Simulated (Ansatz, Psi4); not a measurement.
# Ge2H6 (digermane): a line through the functionals

Ge2H6: 8 atoms, total charge 0, spin state singlet. SMILES: `[GeH3][GeH3]`. Geometry: relaxed at PBE0-D4/def2-TZVP.

The HOMO–LUMO gap y, in eV, basis 6-31G(d); a is the functional's share of exact exchange. Programs: Ansatz 0.2.0, Psi4 1.11.

| functional | program | a | y (eV) |
| --- | --- | --- | --- |
| PBE | Psi4 | 0 | 6.62 |
| r2SCAN | Psi4 | 0 | 7.33 |
| TPSSh | Psi4 | 0.1 | ? |
| B3LYP | Psi4 | 0.2 | 8.02 |
| r2SCAN0 | Ansatz | 0.25 | 8.98 |
| PBE0 | Psi4 | 0.25 | 8.54 |
| BHLYP | Psi4 | 0.5 | 10.26 |

**Question.** Fit y = c + s·a to the known rows and predict TPSSh.

**Answer.** 
1. Means of the 6 rows: a = 0.2000, y = 8.292.
2. Σ(Δa)² = 0.175, Σ(Δa·Δy) = 1.164, so the slope is 1.164/0.175 = 6.6514.
3. Intercept: 8.292 − (6.6514) × 0.2000 = 6.962. The largest residual of the fit is 0.37.
4. TPSSh: 6.962 + (6.6514) × 0.1 = 7.63 eV.

The run gave 7.70 eV, so the prediction is off by -0.07 eV, within the largest residual. Exact exchange lowers occupied levels and raises empty ones. The rows mix families of semi-local functionals, which the line can't see.
